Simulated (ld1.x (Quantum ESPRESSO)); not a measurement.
## Scattering properties, TM potential for Cr (Z = 24)

Cr, norm-conserving Troullier–Martins (Kleinman–Bylander form), made with ld1.x (Quantum ESPRESSO) 7.5 (PBE, non-relativistic). Core [Ne], reference 3s2 3p6 3d6 4s0 4p0. Waves: 3s (bound): rc 1.55 bohr; 3p (bound): rc 1.10 bohr; 3d (bound): rc 1.25 bohr. Local part: all-electron potential smoothed inside 1.50 bohr (lloc = -2). Core correction: Bessel-smoothed model core inside 1.15 bohr.

The phase is arctan(r·u′/u) with u = r·R(r), unwrapped; energies in Ry, scanned from -7 to 5 Ry. A pole is an energy at which the radial function vanishes at the test radius. The pseudo phase is shifted by a multiple of π to meet the all-electron one at the reference energy, and phase errors are pseudo minus all-electron; the curves can meet again beyond the range given. Levels narrower than the energy grid can be missing from the lists of poles.

```
channel  radius (bohr)  reference energy (Ry)  poles, all-electron  poles, pseudo  unbroken range about the reference energy with phases within 0.05 rad  phase error 1 Ry above the reference energy (rad)
      s           1.70                  -5.16                -4.65          -4.66                                                              below 0.2                                             -0.002
      p           1.70                  -3.15                -2.46          -2.45                                                              below 2.5                                             +0.002
      d           1.70                  -0.10                 1.12           1.15                                                              below 3.6                                             +0.006
```

Phases in the s channel:

```
E (Ry)  all-electron  pseudo
 -7.00         1.221   1.219
 -6.74         1.187   1.184
 -6.48         1.136   1.133
 -6.22         1.053   1.049
 -5.96         0.888   0.882
 -5.70         0.448   0.440
 -5.44        -0.616  -0.619
 -5.18        -1.248  -1.248
 -4.92        -1.466  -1.467
 -4.66        -1.569  -1.570
 -4.40        -1.629  -1.631
 -4.14        -1.670  -1.673
 -3.88        -1.701  -1.704
 -3.62        -1.725  -1.729
 -3.36        -1.746  -1.750
 -3.10        -1.765  -1.769
 -2.84        -1.782  -1.787
 -2.58        -1.798  -1.805
 -2.32        -1.814  -1.822
 -2.06        -1.830  -1.840
 -1.80        -1.847  -1.858
 -1.54        -1.864  -1.877
 -1.28        -1.883  -1.899
 -1.02        -1.902  -1.921
 -0.76        -1.924  -1.947
 -0.50        -1.948  -1.976
 -0.24        -1.974  -2.009
  0.02        -2.004  -2.048
  0.28        -2.039  -2.094
  0.54        -2.079  -2.150
  0.80        -2.126  -2.218
  1.06        -2.183  -2.304
  1.32        -2.251  -2.414
  1.58        -2.336  -2.557
  1.84        -2.441  -2.739
  2.10        -2.573  -2.965
  2.36        -2.736  -3.223
  2.62        -2.933  -3.483
  2.88        -3.155  -3.716
  3.14        -3.385  -3.905
  3.40        -3.599  -4.053
  3.66        -3.784  -4.167
  3.92        -3.936  -4.257
  4.18        -4.057  -4.327
  4.44        -4.154  -4.385
  4.70        -4.232  -4.432
  4.96        -4.295  -4.471
```
